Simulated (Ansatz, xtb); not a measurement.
**Relative energy of two structures of GaH2OSi+**

We compare I, a singlet given by its coordinates, with II, a singlet given by its coordinates. Both are isolated ions in the gas phase, relaxed with r2SCAN-D4/def2-TZVP.

I (Å):

```yaml
atoms:
  - { symbol: Ga, position_ang: [-0.8029, -1.4789, 2.7246] }
  - { symbol: O, position_ang: [-0.1777, -0.7005, 1.0015] }
  - { symbol: Si, position_ang: [0.3080, -0.0950, -0.3380] }
  - { symbol: H, position_ang: [1.2943, 0.9975, -0.3418] }
  - { symbol: H, position_ang: [-0.2140, -0.6088, -1.6147] }
```

Close contacts (Å): Ga1–O2 1.99, O2–Si3 1.55, Si3–H4 1.47, Si3–H5 1.47.

II (Å):

```yaml
atoms:
  - { symbol: Ga, position_ang: [-0.7102, -1.5319, 0.7737] }
  - { symbol: O, position_ang: [-1.5182, -0.0473, -0.7259] }
  - { symbol: Si, position_ang: [-0.2098, 1.0185, -0.8887] }
  - { symbol: H, position_ang: [-2.3422, 0.0811, -1.2205] }
  - { symbol: H, position_ang: [0.5292, 0.0782, 0.1711] }
```

Close contacts (Å): Ga1–O2 2.26, O2–Si3 1.70, Ga1–H5 2.12, O2–H4 0.97, Si3–H5 1.60.

Quicker runs give these differences E(II) − E(I): GFN2-xTB +1.896 eV; HF/STO-3G −0.553 eV (at GFN2-xTB geometries); r2SCAN-D4/def2-SVP +0.769 eV (at GFN2-xTB geometries).

Question: Which of the two would you expect CCSD(T)/def2-TZVPP electronic energies to favour?

Answer: Structure I; the calculation gives E(II) − E(I) = +0.764 eV.

How the difference moves with the method:

| level | geometry | E(II) − E(I) (eV) | departure from the last row (eV) | job, with rough time for the two |
| --- | --- | --- | --- | --- |
| GFN2-xTB | GFN2-xTB | +1.896 | +1.132 | optimisation, 0.16 s |
| HF/STO-3G | GFN2-xTB | −0.553 | −1.317 | single point, 1.4 s |
| r2SCAN-D4/def2-SVP | GFN2-xTB | +0.769 | +0.005 | single point, 1.5 s |
| r2SCAN-D4/def2-TZVP | r2SCAN-D4/def2-TZVP | +0.853 | +0.090 | optimisation, 27 s |
| HF/def2-TZVPP | r2SCAN-D4/def2-TZVP | +1.093 | +0.329 | part of the CCSD(T) run |
| MP2/def2-TZVPP | r2SCAN-D4/def2-TZVP | +0.940 | +0.177 | part of the CCSD(T) run |
| CCSD(T)/def2-TZVPP | r2SCAN-D4/def2-TZVP | +0.764 |  | single point, 21 s |

HF/STO-3G puts the two in the other order. The largest departure from CCSD(T)/def2-TZVPP is that of HF/STO-3G, 1.317 eV.

With harmonic frequencies from r2SCAN-D4/def2-TZVP (ideal gas, rigid rotor, one conformer each, 298.15 K, 1 atm): on the last row, ΔE + ΔZPE = +0.827, ΔH = +0.813, ΔG = +0.823 eV.

The correlated steps freeze 15 core orbitals; the filled d shell of Ga is correlated, in a basis made for valence electrons. Programs: Ansatz 0.2.0, xtb 6.7.1; the last row on 2 threads of Intel(R) Xeon(R) 6975P-C (Granite Rapids) on a shared host.
